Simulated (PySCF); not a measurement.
## Cost of excited-state runs on `C(N(C)C)(=C=CC#N)C#N`, C$_{7}$H$_{7}$N$_{3}$

Atoms are numbered as in `[CH3:1][N:2]([CH3:3])[C:4](=[C:5]=[CH:6][C:7]#[N:8])[C:9]#[N:10]` (H(Xn): hydrogen on atom n).

PySCF with density fitting, on 1 thread of an Arm Neoverse V1, shared host. Command: `OMP_NUM_THREADS=1 python excited_run.py task.json out`

How long does each of these runs take, and how much memory?
- first hyperpolarisability, CAM-B3LYP/aug-cc-pVDZ; usual settings
- circular dichroism and optical rotation, CAM-B3LYP/aug-cc-pVDZ; 12 states; IEF-PCM dichloromethane
- circular dichroism and optical rotation, CAM-B3LYP/aug-cc-pVDZ; 12 states
- excited states, CAM-B3LYP/aug-cc-pVDZ; Tamm-Dancoff; spin-orbit couplings; 6 states; 5 triplets; quadratic response for 4 states
- excited states, CAM-B3LYP/aug-cc-pVDZ; two-photon moments; 8 states; quadratic response for 6 states; 0 triplets


```tsv
run	level	basis functions	wall time	peak memory (GiB)
first hyperpolarisability	CAM-B3LYP/aug-cc-pVDZ	293	95 s	1.2
circular dichroism and optical rotation	CAM-B3LYP/aug-cc-pVDZ	293	3.3 min	1.4
circular dichroism and optical rotation	CAM-B3LYP/aug-cc-pVDZ	293	3.2 min	1.4
excited states	CAM-B3LYP/aug-cc-pVDZ	293	110 s	1.3
excited states	CAM-B3LYP/aug-cc-pVDZ	293	2.1 min	1.3
```
Times from a shared host are rough.
